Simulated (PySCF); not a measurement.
## Cu³⁺ (copper, charge +3) across methods

[Ar] 3d8, high-spin 3F determinant. Calculation: PySCF 2.14, in aug-cc-pwCVTZ-DK; scalar relativity by spin-free X2C-1e.

| method | E (hartree) | mean ε 3p β (eV) | mean ε 3d α (eV) | mean ε 3d β (eV) | Σ⟨r²⟩ (bohr²) | ⟨S²⟩ |
| --- | --- | --- | --- | --- | --- | --- |
| LDA | -1649.423 | -116.30 | -50.254 | -48.178 | 12.90 | 2.001 |
| BP86 | -1652.615 | -116.27 | -49.963 | -48.173 | 12.85 | 2.000 |
| PBE0 | -1652.143 | -121.08 | -53.178 | -51.088 | 12.78 | 2.001 |
| PW91 | -1652.507 | -116.28 | -50.027 | -48.189 | 12.88 | 2.001 |
| PBE | -1652.108 | -116.18 | -49.925 | -48.049 | 12.88 | 2.001 |
| UHF | -1651.02861 | -134.43 | -61.980 | -59.147 | 12.60 | 2.002 |
| r2SCAN | -1652.357 | -117.74 | -50.370 | -48.550 | 12.76 | 2.001 |

**Question.** Estimate the same row for BHandHLYP.

**Answer.** E (hartree) = -1652.369; mean ε 3p β (eV) = -125.88; mean ε 3d α (eV) = -56.397; mean ε 3d β (eV) = -54.180; Σ⟨r²⟩ (bohr²) = 12.74; ⟨S²⟩ = 2.001.
